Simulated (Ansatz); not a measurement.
Calculated with Ansatz (gas phase, PBE0-D4/def2-TZVP geometries, no zero-point term in ΔE). CCSD(T)/CBS adds triple-zeta CCSD(T) − MP2 to the extrapolated MP2 energy (def2 sets, frozen cores). This one scheme is used for every species. DFT in def2-TZVPP. One conformer a species, not always the lowest.

Consider the formal hydrolysis of a C–O bond: `CC(O)O[SiH3]` + H₂O → `CC(O)O` + `O[SiH3]`.

`CC(O)O[SiH3]`:

Z-matrix (Å, degrees):
```
C
C 1 1.507
H 1 1.091 2 110.5
H 1 1.091 2 109.2 3 -120.0
H 1 1.091 2 110.1 3 120.3
O 2 1.389 1 107.8 3 -179.7
O 2 1.414 1 111.4 3 61.2
H 2 1.104 1 110.6 3 -59.0
H 6 0.962 2 108.1 1 -175.8
Si 7 1.644 2 124.5 1 -86.8
H 10 1.480 7 106.4 2 -169.0
H 10 1.491 7 110.1 2 -49.1
H 10 1.488 7 112.0 2 71.1
```

H₂O:

Cartesian coordinates in Å:
```
O -0.159 -0.252 0.250
H 0.572 -0.409 -0.352
H -0.413 0.661 0.102
```

`CC(O)O`:

Cartesian coordinates in Å:
```
C -0.202 0.570 -0.929
C -0.226 -0.330 0.281
O -0.122 0.493 1.412
O 0.788 -1.298 0.259
H -0.268 -0.026 -1.840
H -1.035 1.274 -0.900
H 0.728 1.145 -0.944
H -1.153 -0.915 0.312
H -0.138 -0.077 2.187
H 1.629 -0.836 0.162
```

`O[SiH3]`:

```xyz
6

O     0.625    1.093   -0.239
Si   -0.283   -0.221    0.165
H     1.372    0.958   -0.823
H    -0.893   -0.858   -1.035
H    -1.348    0.282    1.062
H     0.526   -1.253    0.870
```

```tsv
level	ΔE (eV)
PBE	-0.14
r2SCAN	-0.11
SCS-MP2/def2-TZVPP	-0.09
MP2/def2-QZVPP	-0.05
```

Question: What does CCSD(T)/CBS give? (Estimate.)

Answer: The calculation gave: -0.05 eV. The listed levels differ from it by -0.09, -0.06, -0.04, 0.00 eV.

Largest T1 diagnostic among the species: 0.011.

In def2-TZVPP, CCSD(T) changes the Hartree–Fock value by +0.07 eV (the triples alone add +0.01 eV) and MP2 by +0.07 eV. The D4 term adds +0.08 eV with B3LYP and +0.05 eV with PBE0; it sums over pairs of atoms, weighted by their polarisabilities, and B3LYP, whose exchange is more repulsive, gets the larger term.

B3LYP here is the variant with VWN-RPA as its local correlation; programs differ in this.
